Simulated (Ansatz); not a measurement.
All numbers were calculated with Ansatz.

Basis-set series for `[NH2][GaH][AsH2]`. The species carries charge 0 and has multiplicity 1. All single points use the PBE0-D4/def2-TZVP geometry. It is one conformer, not always the lowest.

| functional | basis | functions | energy (Eh) | HOMO (eV) | LUMO (eV) |
| --- | --- | --- | --- | --- | --- |
| PBE0-D4 | def2-TZVPP | 197 | -4217.95647 | -7.06 | -0.73 |
| PBE0-D4 | def2-QZVPP | 385 | -4218.05216 | -7.10 | -0.81 |
| ωB97M-V | def2-TZVPP | 197 | -4218.27857 | -9.11 | 0.97 |
| ωB97M-V | def2-QZVPP | 385 | -4218.37173 | -9.15 | 0.75 |

Question: Give the rows for def2-SVP. (Best estimate.)

Answer: The calculation gave: 
```csv
functional,basis,functions,energy (Eh),HOMO (eV),LUMO (eV)
PBE0-D4,def2-SVP,103,-4217.36263,-6.98,-0.58
ωB97M-V,def2-SVP,103,-4217.68371,-9.01,1.19
```

Positive LUMOs are unbound and depend on the basis. Scalar relativity is left out up to krypton.
